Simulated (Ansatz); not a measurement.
`[F][Al]([F])[I]` and `C#[C][Al]([F])[F]` differ in one atom or group.

Ansatz, PBE0-D4/def2-TZVP geometries, multiplicity 1. 

Elements past krypton have def2 core potentials.

| property | `[F][Al]([F])[I]` |
| --- | --- |
| LUMO energy (B3LYP/def2-TZVPP) / eV | -1.87 |
| HOMO energy (B3LYP/def2-TZVPP) / eV | -8.12 |
| ideal-gas entropy at 298 K and 1 bar (rigid rotor, harmonic PBE0-D4/def2-TZVP) / J/(mol·K) | 319 |
| HOMO–LUMO gap (B3LYP/def2-TZVPP) / eV | 6.24 |
| size of the dipole moment (PBE/def2-TZVPP) / D | 1.12 |
| size of the dipole moment (B3LYP/def2-TZVPP) / D | 1.12 |

**Question.** Give the same properties after the change, and the shifts. (An estimate is asked.)

**Answer.** The calculation gave: 
```
                                                                                  property  `C#[C][Al]([F])[F]`  shift
                                                       LUMO energy (B3LYP/def2-TZVPP) / eV                -1.57   0.30
                                                       HOMO energy (B3LYP/def2-TZVPP) / eV                -8.56  -0.44
ideal-gas entropy at 298 K and 1 bar (rigid rotor, harmonic PBE0-D4/def2-TZVP) / J/(mol·K)                  319      0
                                                     HOMO–LUMO gap (B3LYP/def2-TZVPP) / eV                 6.99   0.75
                                            size of the dipole moment (PBE/def2-TZVPP) / D                 2.14   1.02
                                          size of the dipole moment (B3LYP/def2-TZVPP) / D                 2.22   1.10
```

With PBE0 the HOMO falls by 0.44 eV and the LUMO rises by 0.26 eV, so the gap widens by about 0.70 eV. PBE moves the HOMO by -0.36 eV and ωB97M-V by -0.58 eV. The zero-point energy changes by 47.2 kJ/mol with +6 modes. Dipoles are sizes alone; their direction can turn.

B3LYP here is the variant with VWN-RPA as its local correlation; programs differ in this.

Spin–orbit coupling is left out; it splits and shifts lone-pair levels of the heavy atoms by tenths of an eV.
